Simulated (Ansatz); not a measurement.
O$_{4}$Os, triplet, geometry from GFN2-xTB (such geometries of metal compounds can be far from the true shape) (the multiplicity is a formal guess) (core potentials on Os); BLYP/def2-SVP run with Ansatz (an electronic-structure program).

Ansatz was given this input:
Ansatz 0.2 input:
```yaml
crystal:
  periodic: [false, false, false]
  atoms:
    - {symbol: Os, position_ang: [-0.00000000, -0.00000000, -0.00000000]}
    - {symbol: O, position_ang: [1.25562739, 0.85403793, -0.68566191]}
    - {symbol: O, position_ang: [0.90693264, -1.04343838, 0.92995844]}
    - {symbol: O, position_ang: [-1.13864707, -1.09252818, -0.53476929]}
    - {symbol: O, position_ang: [-1.02391295, 1.28192863, 0.29047276]}
basis:
  gaussian:
    orbitals: def2-SVP
hamiltonian:
  xc: blyp
magnetization: {spin_polarized: true, initial_magnetization: 2}
```

Question: Predict the main parts of the log of this Ansatz run.

Answer: 
```
Functional definition: BLYP
869 factors; their error is unknown
mean field evaluation 1: about -10621.6955 eV, gradient 8.3e1 eV
mean field evaluation 2: about -10469.1523 eV, gradient 2.1e2 eV
mean field evaluation 4: about -10644.9632 eV, gradient 1.2e1 eV
mean field evaluation 8: about -10645.5067 eV, gradient 1.6e-1 eV
mean field evaluation 16: about -10645.4705 eV, gradient 2.2e-3 eV
mean field evaluation 32: about -10645.0739 eV, gradient 6.6e-3 eV
mean field evaluation 64: about -10645.1105 eV, gradient 1.2e-1 eV
mean field -10645.47047630 eV, -391.2138242451 hartree, gradient 1.1e-5 eV, S^2 2.006422; 6 other end points of the search recorded, 0 dependent functions left out
reference -10645.47079896 eV, -391.2138361027 hartree; 25, 23 occupied and 63, 65 virtual orbitals, 869 factors
Total energy: -10645.47079896 eV, -391.2138361027 hartree
```
